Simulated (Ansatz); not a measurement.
Relaxation of SnHMe2Et (C₄H₁₂Sn) with RKS r2SCAN-D4/def2-SVP.

```sh
$ ansatz run in.yaml --threads 2 --pin off --events-out ev --progress --plain --max-ram 32768MiB --backend cpu
```

```yaml
crystal:
  periodic: [false, false, false]
  atoms:
    - {symbol: Sn, position_ang: [0.234480, 0.557490, 0.291290]}
    - {symbol: H, position_ang: [0.254700, 0.582300, 1.991050]}
    - {symbol: C, position_ang: [2.306040, 0.580200, -0.402860]}
    - {symbol: H, position_ang: [2.826830, 1.444860, -0.009450]}
    - {symbol: H, position_ang: [2.329860, 0.627570, -1.486150]}
    - {symbol: H, position_ang: [2.831520, -0.312710, -0.085040]}
    - {symbol: C, position_ang: [-0.790510, 2.360320, -0.395660]}
    - {symbol: H, position_ang: [-1.811820, 2.384230, -0.034590]}
    - {symbol: H, position_ang: [-0.806450, 2.386350, -1.479550]}
    - {symbol: H, position_ang: [-0.277750, 3.245040, -0.038020]}
    - {symbol: C, position_ang: [-0.819230, -1.271540, -0.347560]}
    - {symbol: C, position_ang: [-1.022320, -2.276700, 0.768440]}
    - {symbol: H, position_ang: [-0.244590, -1.723510, -1.154580]}
    - {symbol: H, position_ang: [-1.782770, -0.981480, -0.762500]}
    - {symbol: H, position_ang: [-1.539220, -3.156700, 0.387820]}
    - {symbol: H, position_ang: [-0.070660, -2.594430, 1.186010]}
    - {symbol: H, position_ang: [-1.618110, -1.851280, 1.571350]}
basis:
  gaussian: {orbitals: def2-SVP}
hamiltonian: {xc: r2scan, dispersion: d4}
scf: {lower_state_search: "off"}
output: {orbitals: {seedname: orbitals}}
relax: {f_tol: 0.02, max_steps: 100}
```

Run time 64 s (2 threads of AMD EPYC 7R13 on a shared host).

Positions (Å) and forces (eV/Å) at steps 1, 2, 3, 4, 6, 7, 8, 9, 10, 11, 12, 13, 16, 17, 18, 19, 21 of 24:

```xyz
17
step=1 energy=-10171.0381 eV
Sn    0.234    0.557    0.291   -0.016    0.025   -0.493
H     0.255    0.582    1.991   -0.014   -0.023    0.402
C     2.306    0.580   -0.403   -0.743   -0.024    0.124
H     2.827    1.445   -0.009    0.232    0.491    0.246
H     2.330    0.628   -1.486    0.001    0.020   -0.560
H     2.832   -0.313   -0.085    0.224   -0.499    0.200
C    -0.791    2.360   -0.396    0.371   -0.647    0.128
H    -1.812    2.384   -0.035   -0.541   -0.050    0.224
H    -0.806    2.386   -1.480   -0.005    0.001   -0.569
H    -0.278    3.245   -0.038    0.322    0.453    0.223
C    -0.819   -1.272   -0.348    0.310    0.411    0.345
C    -1.022   -2.277    0.768    0.080    0.301   -0.297
H    -0.245   -1.724   -1.155    0.266   -0.089   -0.426
H    -1.783   -0.981   -0.762   -0.383    0.247   -0.267
H    -1.539   -3.157    0.388   -0.225   -0.462   -0.032
H    -0.071   -2.594    1.186    0.398   -0.243    0.293
H    -1.618   -1.851    1.571   -0.275    0.090    0.458
17
step=2 energy=-10171.1017 eV
Sn    0.230    0.564    0.317    0.031   -0.035    0.064
H     0.231    0.559    2.060    0.021    0.050   -0.189
C     2.259    0.574   -0.416   -0.077   -0.020    0.172
H     2.777    1.452   -0.015    0.145    0.093    0.018
H     2.296    0.608   -1.512   -0.063    0.004   -0.114
H     2.773   -0.331   -0.071    0.131   -0.084    0.015
C    -0.770    2.330   -0.417    0.016   -0.097    0.158
H    -1.799    2.338   -0.040   -0.150    0.083    0.015
H    -0.790    2.359   -1.512    0.027   -0.050   -0.122
H    -0.248    3.219   -0.046    0.021    0.156    0.024
C    -0.797   -1.233   -0.341    0.023    0.072    0.140
C    -1.006   -2.266    0.764   -0.020    0.090   -0.205
H    -0.211   -1.650   -1.173    0.026   -0.056   -0.089
H    -1.757   -0.899   -0.761   -0.120   -0.044   -0.066
H    -1.532   -3.153    0.381   -0.066   -0.148    0.003
H    -0.053   -2.610    1.189    0.122   -0.051    0.063
H    -1.602   -1.861    1.592   -0.068    0.038    0.112
17
step=3 energy=-10171.1142 eV
Sn    0.231    0.565    0.315   -0.006    0.034    0.242
H     0.245    0.592    2.050   -0.013   -0.017   -0.070
C     2.271    0.570   -0.395   -0.006    0.003   -0.052
H     2.813    1.453   -0.022   -0.024   -0.018   -0.017
H     2.263    0.597   -1.496    0.066   -0.003    0.013
H     2.803   -0.335   -0.065   -0.018    0.013   -0.013
C    -0.778    2.335   -0.402    0.020    0.005   -0.050
H    -1.819    2.367   -0.045    0.027   -0.018   -0.012
H    -0.779    2.327   -1.503   -0.032    0.054    0.009
H    -0.258    3.241   -0.054   -0.010   -0.009   -0.019
C    -0.809   -1.230   -0.343    0.005   -0.013    0.013
C    -1.006   -2.273    0.756   -0.001    0.027   -0.057
H    -0.222   -1.642   -1.182   -0.024   -0.026   -0.007
H    -1.777   -0.910   -0.765    0.008   -0.011    0.005
H    -1.528   -3.168    0.377   -0.002   -0.014    0.007
H    -0.046   -2.611    1.181    0.007   -0.004    0.003
H    -1.604   -1.876    1.593    0.002   -0.002    0.004
17
step=4 energy=-10171.1157 eV
Sn    0.222    0.571    0.353    0.007   -0.001   -0.149
H     0.217    0.576    2.074    0.005    0.019    0.070
C     2.256    0.567   -0.390   -0.024   -0.001    0.029
H     2.801    1.454   -0.032    0.002   -0.008    0.003
H     2.239    0.588   -1.491    0.011   -0.007    0.003
H     2.794   -0.335   -0.062   -0.001    0.007   -0.001
C    -0.762    2.340   -0.413    0.011   -0.018    0.026
H    -1.808    2.382   -0.075    0.006    0.005   -0.002
H    -0.747    2.317   -1.514   -0.009    0.007   -0.001
H    -0.244    3.249   -0.074   -0.007   -0.001    0.002
C    -0.818   -1.219   -0.333    0.010    0.009    0.025
C    -0.991   -2.282    0.750   -0.013    0.016   -0.011
H    -0.250   -1.615   -1.192    0.000    0.006    0.007
H    -1.797   -0.895   -0.728    0.002   -0.013    0.004
H    -1.497   -3.184    0.364   -0.009   -0.001   -0.003
H    -0.025   -2.609    1.169    0.015   -0.001   -0.011
H    -1.592   -1.905    1.593   -0.003   -0.017    0.011
17
step=6 energy=-10171.1203 eV
Sn    0.198    0.588    0.327    0.011    0.021    0.060
H     0.180    0.644    2.058   -0.005   -0.005   -0.055
C     2.251    0.536   -0.354    0.020   -0.020   -0.021
H     2.798    1.421    0.006   -0.005   -0.001    0.003
H     2.288    0.527   -1.455   -0.016    0.001    0.028
H     2.761   -0.365    0.020   -0.016    0.015    0.000
C    -0.766    2.364   -0.447   -0.006    0.014   -0.017
H    -1.808    2.418   -0.099    0.005   -0.007    0.005
H    -0.764    2.354   -1.547    0.010   -0.012    0.008
H    -0.237    3.267   -0.105    0.002   -0.006    0.000
C    -0.860   -1.201   -0.323   -0.032   -0.035   -0.019
C    -0.940   -2.302    0.735    0.040   -0.002    0.044
H    -0.345   -1.566   -1.231   -0.034    0.022    0.041
H    -1.870   -0.888   -0.642    0.046   -0.013    0.017
H    -1.475   -3.191    0.356    0.012    0.008    0.011
H     0.062   -2.640    1.057   -0.077    0.029   -0.028
H    -1.472   -1.965    1.643    0.045   -0.008   -0.076
17
step=7 energy=-10171.1217 eV
Sn    0.186    0.597    0.329    0.007    0.010    0.041
H     0.157    0.661    2.058   -0.006   -0.002   -0.038
C     2.244    0.523   -0.335    0.024   -0.032   -0.026
H     2.794    1.408    0.020   -0.003    0.002    0.005
H     2.291    0.500   -1.435   -0.020    0.001    0.035
H     2.744   -0.377    0.055   -0.016    0.022   -0.004
C    -0.761    2.373   -0.463   -0.007    0.014   -0.015
H    -1.805    2.434   -0.120    0.001   -0.004    0.006
H    -0.756    2.355   -1.563    0.011   -0.014    0.005
H    -0.229    3.275   -0.125    0.003   -0.004    0.002
C    -0.881   -1.189   -0.316   -0.046   -0.055   -0.030
C    -0.913   -2.310    0.725    0.058    0.023    0.059
H    -0.397   -1.533   -1.250   -0.052    0.031    0.079
H    -1.906   -0.879   -0.593    0.088   -0.028    0.028
H    -1.456   -3.196    0.350    0.014    0.006    0.013
H     0.104   -2.648    1.004   -0.121    0.048   -0.039
H    -1.414   -1.994    1.660    0.066   -0.018   -0.121
17
step=8 energy=-10171.1236 eV
Sn    0.173    0.605    0.336    0.001   -0.002   -0.008
H     0.131    0.676    2.063   -0.005    0.003   -0.006
C     2.234    0.509   -0.315    0.013   -0.028   -0.016
H     2.788    1.395    0.032    0.003    0.004    0.007
H     2.285    0.475   -1.415   -0.016    0.000    0.026
H     2.726   -0.390    0.086   -0.012    0.019   -0.004
C    -0.756    2.380   -0.479   -0.001    0.003   -0.008
H    -1.801    2.452   -0.144   -0.001    0.000    0.004
H    -0.742    2.349   -1.579    0.007   -0.011    0.001
H    -0.219    3.282   -0.148    0.004    0.001    0.004
C    -0.902   -1.177   -0.308   -0.056   -0.068   -0.034
C    -0.885   -2.317    0.713    0.059    0.054    0.051
H    -0.450   -1.498   -1.267   -0.060    0.038    0.113
H    -1.940   -0.869   -0.540    0.120   -0.043    0.033
H    -1.431   -3.202    0.343    0.009   -0.001    0.010
H     0.145   -2.648    0.950   -0.133    0.053   -0.040
H    -1.355   -2.021    1.670    0.067   -0.024   -0.132
17
step=9 energy=-10171.1260 eV
Sn    0.158    0.614    0.346   -0.006    0.003   -0.029
H     0.098    0.696    2.070   -0.002    0.009    0.016
C     2.222    0.496   -0.293   -0.002   -0.024   -0.002
H     2.782    1.379    0.049   -0.001    0.002    0.006
H     2.272    0.452   -1.392   -0.004   -0.001    0.010
H     2.703   -0.405    0.117   -0.004    0.012   -0.004
C    -0.747    2.389   -0.498   -0.002   -0.012   -0.003
H    -1.795    2.474   -0.174    0.004    0.003   -0.003
H    -0.721    2.340   -1.597    0.000   -0.003    0.006
H    -0.205    3.290   -0.174    0.003    0.000    0.004
C    -0.926   -1.163   -0.295   -0.068   -0.083   -0.066
C    -0.853   -2.326    0.699    0.068    0.086    0.052
H    -0.511   -1.457   -1.281   -0.067    0.040    0.141
H    -1.978   -0.863   -0.476    0.150   -0.048    0.031
H    -1.401   -3.212    0.333    0.003   -0.003    0.001
H     0.190   -2.647    0.887   -0.135    0.049   -0.033
H    -1.288   -2.054    1.679    0.062   -0.031   -0.127
17
step=10 energy=-10171.1282 eV
Sn    0.137    0.627    0.354    0.010   -0.014   -0.013
H     0.067    0.743    2.078   -0.010   -0.010   -0.009
C     2.205    0.468   -0.264   -0.004    0.018    0.003
H     2.772    1.347    0.078    0.012   -0.006   -0.003
H     2.262    0.417   -1.362    0.002   -0.001    0.005
H     2.672   -0.435    0.156   -0.017    0.009    0.002
C    -0.744    2.399   -0.520    0.010   -0.002   -0.017
H    -1.794    2.501   -0.208    0.017   -0.005   -0.004
H    -0.706    2.335   -1.618   -0.005    0.006    0.014
H    -0.193    3.296   -0.201   -0.004    0.004   -0.004
C    -0.951   -1.147   -0.283   -0.112   -0.095   -0.045
C    -0.810   -2.333    0.678    0.080    0.094    0.049
H    -0.584   -1.411   -1.297   -0.056    0.051    0.172
H    -2.015   -0.857   -0.402    0.171   -0.063    0.023
H    -1.366   -3.217    0.320    0.005   -0.004    0.003
H     0.246   -2.643    0.803   -0.161    0.054   -0.027
H    -1.197   -2.089    1.686    0.062   -0.034   -0.149
17
step=11 energy=-10171.1269 eV rejected
Sn    0.119    0.637    0.351   -0.034    0.023    0.078
H     0.011    0.749    2.073    0.023    0.039   -0.007
C     2.195    0.463   -0.234   -0.006   -0.064    0.004
H     2.773    1.334    0.110   -0.029   -0.003    0.008
H     2.269    0.402   -1.330    0.005   -0.003    0.009
H     2.638   -0.446    0.201    0.011    0.018   -0.017
C    -0.724    2.410   -0.556   -0.036   -0.005    0.002
H    -1.777    2.524   -0.256    0.020    0.010   -0.019
H    -0.675    2.336   -1.654   -0.001   -0.002    0.023
H    -0.169    3.306   -0.239    0.001   -0.010   -0.001
C    -0.997   -1.131   -0.249   -0.073   -0.169   -0.151
C    -0.770   -2.349    0.659    0.132    0.166    0.067
H    -0.691   -1.351   -1.295   -0.103   -0.003    0.228
H    -2.074   -0.860   -0.289    0.255   -0.050    0.022
H    -1.332   -3.232    0.305    0.006    0.006    0.002
H     0.300   -2.642    0.703   -0.249    0.076   -0.015
H    -1.096   -2.150    1.701    0.079   -0.029   -0.231
17
step=12 energy=-10171.1318 eV
Sn    0.124    0.633    0.363    0.017    0.006   -0.063
H     0.045    0.758    2.084   -0.010   -0.002    0.002
C     2.193    0.462   -0.247    0.009   -0.009    0.018
H     2.767    1.337    0.093    0.001   -0.005    0.001
H     2.257    0.405   -1.345   -0.008   -0.001    0.006
H     2.649   -0.444    0.179    0.003    0.006   -0.004
C    -0.733    2.402   -0.537   -0.015    0.001    0.011
H    -1.785    2.513   -0.233    0.005    0.008   -0.009
H    -0.689    2.329   -1.634    0.002   -0.007    0.009
H    -0.181    3.301   -0.222    0.000   -0.002    0.000
C    -0.970   -1.139   -0.269   -0.065   -0.086    0.008
C    -0.788   -2.338    0.664    0.045    0.076    0.016
H    -0.637   -1.383   -1.296   -0.017    0.040    0.085
H    -2.037   -0.859   -0.347    0.083   -0.026    0.010
H    -1.347   -3.222    0.311    0.005   -0.002    0.002
H     0.273   -2.640    0.748   -0.086    0.024   -0.013
H    -1.141   -2.116    1.687    0.030   -0.022   -0.080
17
step=13 energy=-10171.1315 eV rejected
Sn    0.113    0.648    0.340   -0.065   -0.046    0.184
H     0.007    0.789    2.058    0.013    0.014    0.036
C     2.193    0.434   -0.216   -0.013    0.034   -0.073
H     2.774    1.304    0.126   -0.008   -0.001   -0.001
H     2.272    0.369   -1.312    0.036   -0.004    0.002
H     2.633   -0.474    0.222   -0.045    0.003    0.011
C    -0.740    2.420   -0.557    0.054   -0.003   -0.079
H    -1.793    2.544   -0.265    0.014   -0.043    0.021
H    -0.687    2.337   -1.653   -0.015    0.039   -0.016
H    -0.181    3.315   -0.245    0.005   -0.005   -0.004
C    -1.001   -1.126   -0.245    0.030   -0.061   -0.028
C    -0.750   -2.345    0.646    0.017    0.082   -0.019
H    -0.718   -1.338   -1.291   -0.029   -0.033   -0.015
H    -2.072   -0.862   -0.259    0.010    0.014    0.007
H    -1.314   -3.228    0.298    0.001    0.005   -0.003
H     0.316   -2.629    0.665   -0.016    0.005   -0.004
H    -1.053   -2.156    1.689    0.010    0.002   -0.019
17
step=16 energy=-10171.1371 eV
Sn    0.094    0.653    0.370   -0.011    0.002   -0.001
H    -0.015    0.819    2.087    0.005    0.001   -0.004
C     2.169    0.425   -0.199    0.001    0.000    0.004
H     2.758    1.291    0.140   -0.001   -0.002    0.001
H     2.252    0.351   -1.294   -0.004   -0.001    0.005
H     2.597   -0.485    0.248   -0.004    0.004    0.000
C    -0.723    2.417   -0.578    0.001    0.003   -0.002
H    -1.777    2.553   -0.293    0.006   -0.003   -0.001
H    -0.664    2.321   -1.673    0.001   -0.001    0.003
H    -0.159    3.311   -0.273    0.000    0.001   -0.003
C    -1.019   -1.116   -0.232   -0.004   -0.006   -0.008
C    -0.720   -2.346    0.625    0.007    0.004    0.004
H    -0.774   -1.303   -1.294   -0.020    0.000    0.044
H    -2.094   -0.862   -0.200    0.045   -0.018    0.002
H    -1.286   -3.230    0.283    0.005   -0.001    0.003
H     0.350   -2.618    0.598   -0.046    0.020   -0.002
H    -0.986   -2.181    1.684    0.019    0.000   -0.045
17
step=17 energy=-10171.1380 eV
Sn    0.068    0.667    0.374    0.066   -0.006    0.034
H    -0.029    0.859    2.089   -0.031    0.002    0.000
C     2.148    0.405   -0.163   -0.009   -0.001   -0.032
H     2.745    1.267    0.171   -0.005    0.000    0.002
H     2.241    0.316   -1.256    0.016   -0.004    0.003
H     2.559   -0.505    0.300   -0.012    0.008    0.000
C    -0.715    2.430   -0.605   -0.015   -0.011   -0.007
H    -1.770    2.583   -0.332    0.006    0.002   -0.008
H    -0.646    2.315   -1.698   -0.004    0.002    0.006
H    -0.143    3.322   -0.309    0.004   -0.013    0.005
C    -1.048   -1.107   -0.209   -0.053   -0.002   -0.029
C    -0.679   -2.353    0.596    0.035    0.018    0.029
H    -0.863   -1.261   -1.290   -0.021    0.003    0.093
H    -2.123   -0.869   -0.106    0.082   -0.042   -0.011
H    -1.251   -3.238    0.266    0.005    0.006   -0.001
H     0.392   -2.609    0.498   -0.090    0.036    0.005
H    -0.884   -2.221    1.674    0.026    0.003   -0.090
17
step=18 energy=-10171.1392 eV
Sn    0.071    0.669    0.382   -0.011    0.000   -0.008
H    -0.055    0.870    2.094    0.008   -0.002   -0.004
C     2.149    0.400   -0.159   -0.002    0.001    0.009
H     2.746    1.263    0.171    0.002   -0.003    0.000
H     2.243    0.305   -1.251   -0.006   -0.001    0.006
H     2.557   -0.508    0.310   -0.003    0.008   -0.002
C    -0.713    2.424   -0.609    0.006   -0.002   -0.005
H    -1.769    2.579   -0.342    0.006   -0.005   -0.002
H    -0.640    2.304   -1.701   -0.003    0.003    0.005
H    -0.142    3.318   -0.315   -0.001   -0.002   -0.002
C    -1.054   -1.099   -0.201   -0.028   -0.005   -0.024
C    -0.671   -2.350    0.588    0.024    0.001    0.022
H    -0.886   -1.244   -1.285   -0.014    0.002    0.075
H    -2.128   -0.866   -0.081    0.072   -0.024   -0.006
H    -1.246   -3.234    0.259    0.006    0.000    0.002
H     0.399   -2.602    0.471   -0.074    0.027    0.005
H    -0.859   -2.227    1.669    0.019    0.002   -0.074
17
step=19 energy=-10171.1399 eV
Sn    0.068    0.670    0.384   -0.011    0.003   -0.003
H    -0.060    0.873    2.096    0.007    0.004   -0.002
C     2.147    0.400   -0.152   -0.002   -0.008    0.003
H     2.745    1.265    0.173   -0.003    0.000    0.002
H     2.242    0.299   -1.244    0.000   -0.001    0.003
H     2.555   -0.505    0.322    0.002    0.003   -0.001
C    -0.710    2.423   -0.615    0.000    0.001    0.004
H    -1.766    2.580   -0.349    0.001    0.001   -0.003
H    -0.636    2.300   -1.706    0.000   -0.003    0.002
H    -0.138    3.316   -0.323    0.000    0.000   -0.001
C    -1.060   -1.097   -0.195   -0.008    0.006   -0.020
C    -0.666   -2.351    0.581    0.012   -0.011    0.015
H    -0.905   -1.237   -1.280   -0.006    0.001    0.023
H    -2.132   -0.868   -0.061    0.024   -0.003    0.000
H    -1.245   -3.234    0.255    0.003   -0.001    0.002
H     0.401   -2.600    0.449   -0.024    0.008    0.000
H    -0.840   -2.234    1.664    0.008    0.000   -0.024
17
step=21 energy=-10171.1400 eV rejected
Sn    0.043    0.687    0.397    0.002    0.021    0.026
H    -0.096    0.936    2.101    0.000   -0.003    0.000
C     2.125    0.373   -0.099    0.012   -0.021   -0.025
H     2.725    1.248    0.192   -0.006   -0.012   -0.004
H     2.235    0.216   -1.184    0.000    0.005    0.035
H     2.519   -0.512    0.425   -0.010    0.026   -0.013
C    -0.698    2.428   -0.650    0.001   -0.008   -0.021
H    -1.756    2.607   -0.404    0.006   -0.005    0.000
H    -0.611    2.274   -1.736   -0.006    0.010    0.005
H    -0.118    3.320   -0.374    0.002   -0.006    0.003
C    -1.101   -1.077   -0.156   -0.042   -0.057   -0.021
C    -0.613   -2.356    0.528    0.054    0.051    0.031
H    -1.044   -1.168   -1.258   -0.005   -0.006    0.093
H    -2.162   -0.876    0.085    0.095   -0.024   -0.019
H    -1.209   -3.235    0.224    0.009    0.002    0.008
H     0.442   -2.580    0.279   -0.114    0.030    0.022
H    -0.678   -2.284    1.630    0.002   -0.003   -0.121
```

In the def2 sets Sn takes a core potential; there is no spin–orbit coupling.
